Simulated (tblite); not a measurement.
A tight-binding relaxation on `NC(=O)[CH+][CH]CCl` [radical].

Computed with GFN2-xTB geometry optimisation, gas phase (tblite 0.8.0). Start geometry: from a force field or distance geometry. A driver script takes a list of jobs; this job's settings line and coordinates (Å) are shown.

Command:
```bash
OMP_NUM_THREADS=1 python probes_run.py task.json out
```

Input:
```
{"job": {"kind": "relax", "xc": "GFN2-xTB", "basis": "xTB"}, "charge": 1, "multiplicity": 2}
N     -2.294400    -0.800500    -0.772700
C     -1.063500    -0.250900    -0.760900
O     -0.561300     0.287000    -1.725100
C     -0.368800    -0.381900     0.537400
C      0.958400     0.101700     0.828700
C      1.777500     0.812000    -0.203800
Cl     3.355800     1.271400     0.500400
H     -2.816000    -0.729100    -1.633700
H     -2.732000    -1.258800     0.016800
H     -0.891600    -0.892700     1.357100
H      1.348700    -0.062900     1.817800
H      1.987700     0.167400    -1.059200
H      1.295100     1.737800    -0.521200
```

Output:
```
step      E/eV     max force
  0    -615.56495    4.373
  1    -615.83604    1.049
  2    -615.86598    0.569
  3    -615.88225    0.460
  4    -615.89151    0.359
  5    -615.89670    0.219
  6    -615.89987    0.162
  7    -615.90433    0.220
  8    -615.90689    0.169
  9    -615.90946    0.147
... (67 lines left out)
 77    -616.25112    0.028
 78    -616.25124    0.035
 79    -616.25134    0.028
 80    -616.25139    0.013
 81    -616.25141    0.012
 82    -616.25142    0.011
 83    -616.25145    0.018
 84    -616.25148    0.018
 85    -616.25150    0.011
 86    -616.25151    0.004
```

«max force» is the largest atomic force in eV/Å.

**Question.** From which step on does the largest force stay under 0.1 eV/Å, and how much energy is left to gain from there?

**Answer.** From step 60 (0.080 eV/Å), 8.5 meV above the end.

Main results: energy lowered by 15.8 kcal/mol over 86 steps; largest atomic force 0.004 eV/Å at the end.

The run took 0.52 s on Arm Neoverse V1, one thread (shared host).
Labels such as C1 count atoms from 1, the log's own numbers from 0.
